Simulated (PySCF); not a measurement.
## A small calculation by hand: entropy of an ideal gas

In(H)(Cl)(NH2) (ClH₃InN), SMILES [InH]([Cl])[NH2].

The structure is a stationary point at PBE0-D3(BJ)/def2-SVP. The def2 effective core potentials stand for the cores of In; spin–orbit coupling is left out. Other conformers were not sampled.

PBE0-D3(BJ)/def2-SVP (PySCF) gives the harmonic wavenumbers 120, 239, 315, 359, 429, 463, 635, 737, 1508, 1875, 3601, 3717 cm⁻¹ and the rotational temperatures 0.4861, 0.1307, 0.1031 K. The molar mass is 167.30 g/mol, the symmetry number 1, the spin multiplicity 1.

Question: Work out the entropy at 298.15 K and 1 atm in the rigid-rotor, harmonic-oscillator model.

Answer: 
Translation (Sackur–Tetrode at 1 atm): S = R[1.5 ln M + 2.5 ln T − 1.16487] = 172.6 J/(mol K).
Rotation: q = (√π/σ) T^1.5/√(θA θB θC) = 113000, S = R[ln q + 3/2] = 109.2 J/(mol K).
Vibration: with u = 1.4388 ν/T, each mode gives R[u/(e^u − 1) − ln(1 − e^−u)]:
| ν (cm⁻¹) | modes | u | S (J/(mol K)) |
|---|---|---|---|
| 120 | 1 | 0.58 | 12.97 |
| 239 | 1 | 1.15 | 7.57 |
| 315 | 1 | 1.52 | 5.59 |
| 359 | 1 | 1.73 | 4.71 |
| 429 | 1 | 2.07 | 3.61 |
| 463 | 1 | 2.23 | 3.17 |
| 635 | 1 | 3.06 | 1.65 |
| 737 | 1 | 3.56 | 1.11 |
| 1508 | 1 | 7.28 | 0.05 |
| 1875 | 1 | 9.05 | 0.01 |
The stiffer modes add less than 0.005 each. Sum 40.4 J/(mol K).
Spin: R ln 1 = 0.0 J/(mol K).
Total 322.2 J/(mol K); the program's own thermochemistry gives 322.3. Translation makes up 54 % and vibration 13 %. Anharmonicity, hindered rotation and orbital degeneracy are left out.
